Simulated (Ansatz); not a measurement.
`[SnH3][SiH]1CO1`, relaxed with RKS PBE-D4/def2-SVP in Ansatz 0.2.0 from a rough embedded geometry. The force threshold is 0.03 eV/Å; the program also tests the step.

Total charge 0; spin multiplicity 1. Sn takes the def2 core potential.

Start:

```xyz
10

Sn   -0.093    0.106   -1.785
Si    0.482   -0.704    0.461
C    -0.360    0.161    1.810
O     0.795    0.759    1.509
H     1.208    1.098   -2.472
H    -0.359   -1.285   -2.907
H    -1.592    1.052   -1.757
H     1.511   -1.662    0.723
H    -0.354   -0.335    2.851
H    -1.238    0.810    1.567
```

Question: By how much does the energy fall, and how many steps does the optimiser take? (Best estimate.)

Answer: Computed: 0.53 eV, in 8 steps.

Question: Which bonds change most? (Estimate.)

Answer: Ansatz gave: C3–O4 from 1.335 to 1.456 Å; Sn1–Si2 from 2.456 to 2.568 Å; Si2–O4 from 1.826 to 1.731 Å; Sn1–H6 from 1.807 to 1.729 Å.

Question: Give the relaxed structure. (Estimate.)

Answer: Ansatz gave: 
```xyz
10

Sn   -0.070    0.118   -1.922
Si    0.547   -0.534    0.484
C    -0.416    0.111    1.926
O     0.781    0.834    1.520
H     1.234    0.979   -2.659
H    -0.426   -1.274   -2.883
H    -1.460    1.141   -1.873
H     1.517   -1.660    0.708
H    -0.342   -0.383    2.917
H    -1.364    0.668    1.782
```
